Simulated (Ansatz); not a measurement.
One geometry of CH5NOSi2 (`C1=N[SiH2]O[SiH2]1`), several functionals.

```yaml
crystal:
  periodic: [false, false, false]
  atoms:
    - {symbol: C, position_ang: [-0.129192, 0.490189, 1.258409]}
    - {symbol: N, position_ang: [-0.161273, -0.784512, 1.266826]}
    - {symbol: Si, position_ang: [0.012638, -1.482470, -0.340010]}
    - {symbol: O, position_ang: [0.160368, -0.146346, -1.311505]}
    - {symbol: Si, position_ang: [0.095556, 1.274125, -0.471363]}
    - {symbol: H, position_ang: [-0.229075, 1.028878, 2.209780]}
    - {symbol: H, position_ang: [1.227832, -2.325983, -0.405426]}
    - {symbol: H, position_ang: [-1.192243, -2.267467, -0.692879]}
    - {symbol: H, position_ang: [-1.054237, 2.110904, -0.898424]}
    - {symbol: H, position_ang: [1.352724, 2.051482, -0.612309]}
basis:
  gaussian: {orbitals: def2-TZVPP}
hamiltonian: {xc: {name: B3LYP}, dispersion: d4}
output: {forces: true, orbitals: {seedname: orbitals}}
```

```sh
$ ansatz run in.yaml --threads 4 --pin off --events-out ev --progress --plain
```

Shortened log:

```
Functional definition: B3LYP
1363 factors; their error is unknown
mean field evaluation 1: about -20406.3347 eV, gradient 7.4e1 eV
mean field evaluation 2: about -20379.7081 eV, gradient 1.3e2 eV
mean field evaluation 4: about -20415.8914 eV, gradient 1.4e1 eV
mean field evaluation 8: about -20416.3224 eV, gradient 2.1e-1 eV
mean field evaluation 16: about -20416.3467 eV, gradient 1.3e-4 eV
mean field -20416.34671428 eV, -750.2869030530 hartree, gradient 2.7e-5 eV, S^2 0.000000; 0 other end points of the search recorded, 0 dependent functions left out
reference -20416.34699827 eV, -750.2869134895 hartree; 27, 27 occupied and 220, 220 virtual orbitals, 1363 factors
Total energy: -20416.78616106 eV, -750.3030524241 hartree
Atom 0 at    -0.129192     0.490189     1.258409 Å, force    -0.015614     0.185610     0.169987 eV/Å
Atom 1 at    -0.161273    -0.784512     1.266826 Å, force    -0.006416    -0.103437     0.032246 eV/Å
Atom 2 at     0.012638    -1.482470    -0.340010 Å, force    -0.000940    -0.388549    -0.071488 eV/Å
Atom 3 at     0.160368    -0.146346    -1.311505 Å, force     0.009070     0.000346    -0.075091 eV/Å
Atom 4 at     0.095556     1.274125    -0.471363 Å, force     0.015933     0.321412    -0.067728 eV/Å
Atom 5 at    -0.229075     1.028878     2.209780 Å, force     0.006488    -0.016992    -0.058119 eV/Å
Atom 6 at     1.227832    -2.325983    -0.405426 Å, force    -0.083021     0.050138     0.002884 eV/Å
Atom 7 at    -1.192243    -2.267467    -0.692879 Å, force     0.082259     0.046277     0.022513 eV/Å
Atom 8 at    -1.054237     2.110904    -0.898424 Å, force     0.076241    -0.049452     0.031973 eV/Å
Atom 9 at     1.352724     2.051482    -0.612309 Å, force    -0.083998    -0.045353     0.012823 eV/Å
Dipole moment:     0.006474     0.250658    -0.002980 e Å
```

It took 6 s on 4 threads of a server CPU on a shared host, with 0.73 GiB of host memory at the peak.

Changing it to `hamiltonian: {xc: {name: CAM-B3LYP}, dispersion: d4}` and no forces (abridged; 4.1 s):

```
Functional definition: CAM-B3LYP
mean field evaluation 16: about -20413.6691 eV, gradient 2.1e-5 eV
mean field -20413.66913959 eV, -750.1885039980 hartree, gradient 2.1e-5 eV, S^2 0.000000
Total energy: -20413.89999514 eV, -750.1969877830 hartree
```

Changing it to `hamiltonian: {xc: {name: r2SCAN0}, dispersion: d4}` and no forces (abridged; 6.5 s):

```
Functional definition: r2SCAN0
mean field evaluation 16: about -20410.4100 eV, gradient 5.7e-5 eV
mean field -20410.41001503 eV, -750.0687333797 hartree, gradient 5.7e-5 eV, S^2 0.000000
Total energy: -20410.48472232 eV, -750.0714788218 hartree
```

Changing it to `hamiltonian: {xc: {name: BHLYP}, dispersion: d4}` and no forces (abridged; 3.7 s):

```
Functional definition: BHLYP
mean field evaluation 16: about -20412.7803 eV, gradient 3.9e-5 eV
mean field -20412.78031277 eV, -750.1558402149 hartree, gradient 3.9e-5 eV, S^2 0.000000
Total energy: -20413.12762867 eV, -750.1686038389 hartree
```

The same input with `hamiltonian: {xc: {name: wB97M-V}}` (abridged; 15 s):

```
Functional definition: wB97M-V
mean field evaluation 16: about -20412.5536 eV, gradient 1.3e-4 eV
mean field -20412.55358905 eV, -750.1475082719 hartree, gradient 4.3e-5 eV, S^2 0.000000
Total energy: -20412.55364380 eV, -750.1475102838 hartree
Atom 0 force    -0.001117     0.146259     0.039844 eV/Å
Atom 1 force    -0.003984    -0.020389     0.028781 eV/Å
Atom 2 force    -0.003607    -0.345508    -0.039967 eV/Å
Atom 3 force     0.007441     0.007684    -0.059938 eV/Å
Atom 4 force     0.010344     0.260275    -0.032940 eV/Å
Atom 5 force     0.007530    -0.061297    -0.075982 eV/Å
Atom 6 force    -0.146410     0.106263     0.005081 eV/Å
Atom 7 force     0.145978     0.099330     0.039811 eV/Å
Atom 8 force     0.139361    -0.100023     0.065240 eV/Å
Atom 9 force    -0.155535    -0.092594     0.030070 eV/Å
Dipole moment:     0.007509     0.265578    -0.008664 e Å
```

With the line `hamiltonian: {xc: {name: PBE-QIDH}}` and no forces (abridged; 7 s):

```
Functional definition: PBE-QIDH
mean field evaluation 16: about -20389.5939 eV, gradient 2.2e-4 eV
mean field -20389.59386175 eV, -749.3037538561 hartree, gradient 3.5e-6 eV, S^2 0.000000
13 core orbitals not correlated: weight in the atoms' cores, before any rotation towards them, 1.000 or more for the frozen orbitals, at most 0.000 for the correlated occupied ones
second order -25.21287920 eV of doubles, -0.00000000 eV of singles
Total energy: -20397.99816854 eV, -749.6126064342 hartree
```

B3LYP takes the VWN-RPA correlation (the form of Gaussian; ORCA's B3LYP/G).
